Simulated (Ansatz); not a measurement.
`[CH3][AlH][SiH2]Cl` + `CBN` → `CB[NH][AlH][CH3]` + `[SiH3]Cl`  (cleavage of the Al–Si bond)

Program: Ansatz. Geometries: PBE0-D4/def2-TZVP. ΔE: electronic, gas phase. CCSD(T)/CBS is the MP2 limit (def2-TZVPP, def2-QZVPP) plus CCSD(T) − MP2 in def2-TZVPP, frozen cores. This one scheme is used for every species. Functionals use def2-TZVPP. One conformer a species, not always the lowest.

```json
{"species": "`[CH3][AlH][SiH2]Cl`", "LDA (SPW92) energy (Eh)": "-1029.80549"}
{"species": "`CBN`", "LDA (SPW92) energy (Eh)": "-120.27063"}
{"species": "`CB[NH][AlH][CH3]`", "LDA (SPW92) energy (Eh)": "-401.22799"}
{"species": "`[SiH3]Cl`", "LDA (SPW92) energy (Eh)": "-748.87120"}
```

Question: Work out ΔE.

Answer: ΔE = (-401.22799) + (-748.87120) − (-1029.80549) − (-120.27063) = -0.02307 Eh = -60.6 kJ/mol. CCSD(T)/CBS gives -79.5 kJ/mol.

Largest T1 diagnostic among the species: 0.011.

Leaving LDA and LC-ωPBE aside and taking each functional with its dispersion term where it has one, the values, not all of them listed here, spread over 24.5 kJ/mol, from ωB97M-V to PBE-D4. LDA lies −3.9 kJ/mol from PBE without D4. From BLYP to BHLYP (50 % exact exchange), in def2-TZVPP and without D4, ΔE moves by −11.0 kJ/mol.
